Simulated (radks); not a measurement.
Species: the silver ion Ag3+. Configuration: [Kr] 4d6 5s2 (not the ground configuration). Calculated with a radial shooting solver on a logarithmic mesh with Libxc functionals: Dirac Kohn-Sham, BLYP, spin-unpolarised, spherical densities, finite nucleus; open shells are shared between the two j in proportion to 2j + 1; Fermi nuclear charge, rms radius 4.5454 fm.

Unscreened Slater integrals over Kohn-Sham orbitals (eV). Large and small components are both included. Empty in this configuration: 5p1/2.

F0(5s1/2,5s1/2): 11.017
F0(5s1/2,4d5/2): 13.243
G2(5s1/2,4d5/2): 2.0644
F0(5s1/2,4d3/2): 13.265
G2(5s1/2,4d3/2): 2.0136
F0(5s1/2,4p3/2): 13.637
G1(5s1/2,4p3/2): 1.0588
F0(5s1/2,5p1/2): 10.265
G1(5s1/2,5p1/2): 6.9378
F0(4d5/2,4d5/2): 20.629
F2(4d5/2,4d5/2): 10.435
F4(4d5/2,4d5/2): 6.8899
F0(4d5/2,4d3/2): 20.728
F2(4d5/2,4d3/2): 10.483
G2(4d5/2,4d3/2): 10.477
G4(4d5/2,4d3/2): 6.9182
F0(4d5/2,4p3/2): 22.500
F2(4d5/2,4p3/2): 11.333
G1(4d5/2,4p3/2): 14.358
G3(4d5/2,4p3/2): 8.8470
F0(4d5/2,5p1/2): 11.883
G3(4d5/2,5p1/2): 1.2680
F0(4d3/2,4d3/2): 20.828
F2(4d3/2,4d3/2): 10.533
F0(4d3/2,4p3/2): 22.629
F2(4d3/2,4p3/2): 11.424
G1(4d3/2,4p3/2): 14.495
G3(4d3/2,4p3/2): 8.9354
F0(4d3/2,5p1/2): 11.899
G1(4d3/2,5p1/2): 1.3880
F0(4p3/2,4p3/2): 24.989
F2(4p3/2,4p3/2): 13.137
F0(4p3/2,5p1/2): 12.177
G2(4p3/2,5p1/2): 0.80828
F0(5p1/2,5p1/2): 9.6789
